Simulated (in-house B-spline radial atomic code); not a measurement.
How numerical settings move a run on Ar, [Ne] 3s2 3p6. Computed with a B-spline radial code for spherical atoms: non-relativistic wB97X, spherical fractional occupations, point nucleus.

Command:
```bash
python run_scf.py task.json out
```
Settings of the sound reference run:
```
Z                18
electrons        18
configuration    [Ne] 3s2 3p6
hamiltonian      nr
method           wb97x
spin_polarised   False
knot_spacing     0.22
spline_order     8
gauss_points     12
box_radius       50
max_iterations   70
damping          0.5
damped_steps     3
diis_vectors     10
tolerance        1e-08
start            Thomas-Fermi
```

Cost of the run: 0.35 s on 1 thread of Intel(R) Xeon(R) Platinum 8259CL CPU @ 2.50GHz (shared host).

It converges in 11 iterations to -527.552480 hartree, with 3p at -14.5541 eV. The other runs change the listed settings, some to values that make no sense; their results aren't properties of the atom or ion. Radii are in bohr (the nuclear one in fm), a minus after a letter asks for a j subshell, and «unchanged» means within 1e-8 hartree. The run stops when the residual is below 10 × tolerance × max(1, Z/10), or a noise floor if that is larger, and the energy moves by less than 1e-8 × √|E| hartree; so very loose and very tight tolerances often act alike.

| changed settings | outcome |
| --- | --- |
| knot_spacing = 0.55, gauss_points = 8, first_knot = 0.0167, max_iterations = 60 | converged in 11 iterations, energy +7.98e-03 hartree from the reference, 3p level -3.1e-03 eV |
| first_knot = 0.00556 | converged in 11 iterations, energy +8.75e-06 hartree from the reference, 3p level +2.2e-04 eV |
| knot_spacing = 2 | converged in 10 iterations, energy +3.65e+01 hartree from the reference, 3p level -3.0e+00 eV (the program warns: 2s reaches the box edge) |
| first_knot = 0.000556 | converged in 10 iterations, energy -9.79e-07 hartree from the reference, 3p level +4.3e-05 eV |
| spline_order = 10, gauss_points = 3, max_iterations = 2 | not converged after 2 iterations, last residual 4.0e-01, last energy -1.36e+05 hartree from the reference |
| knot_spacing = 0.75 | converged in 11 iterations, energy +2.83e-01 hartree from the reference, 3p level -4.7e-02 eV |
| first_knot = 0.167 | converged in 11 iterations, energy +8.45e-04 hartree from the reference, 3p level +1.3e-04 eV |
| first_knot = 0.0167 | converged in 11 iterations, energy +8.71e-06 hartree from the reference, 3p level +2.2e-04 eV |
| knot_spacing = 0.1 | converged in 11 iterations, energy -6.78e-05 hartree from the reference, 3p level -3.1e-04 eV |
| first_knot = 5.56e-06 | converged in 9 iterations, energy -3.20e-06 hartree from the reference, 3p level +3.9e-06 eV |
| first_knot = 0.0167, max_iterations = 3 | not converged after 3 iterations, last residual 3.1e-02, last energy +5.07e-02 hartree from the reference |
| knot_spacing = 0.3 | converged in 11 iterations, energy +4.81e-05 hartree from the reference, 3p level -1.4e-03 eV |
| first_knot = 5.56e-05 | converged in 9 iterations, energy +1.15e-05 hartree from the reference, 3p level +3.2e-04 eV |
| electrons = 19, configuration = [Ne] 3s2 3p6 3f1, max_iterations = 50 | stopped with error: there is no 3f shell |
| start = bare nucleus | converged in 11 iterations, energy unchanged |
| hamiltonian = dirac, method = hf, spin_polarised = True, nucleus = fermi, rms_radius = 3.4274, mass_number = 40, atomic_mass = 39.96238, speed_of_light = 137.036 | stopped with error: spin polarisation is not served with the Dirac Hamiltonian |

Question: What happens with first_knot = 0.0556?

Answer: Converged in 11 iterations, energy +2.34e-06 hartree from the reference, 3p level +1.3e-04 eV.

Question: What happens with knot_spacing = 0.15?

Answer: Converged in 11 iterations, energy -5.48e-05 hartree from the reference, 3p level -3.3e-04 eV.

Question: What happens with knot_spacing = 1.4?

Answer: Converged in 10 iterations, energy +2.06e+01 hartree from the reference, 3p level -1.5e+00 eV.

Question: What happens with knot_spacing = 0.55?

Answer: Converged in 11 iterations, energy +5.97e-03 hartree from the reference, 3p level +1.1e-03 eV.
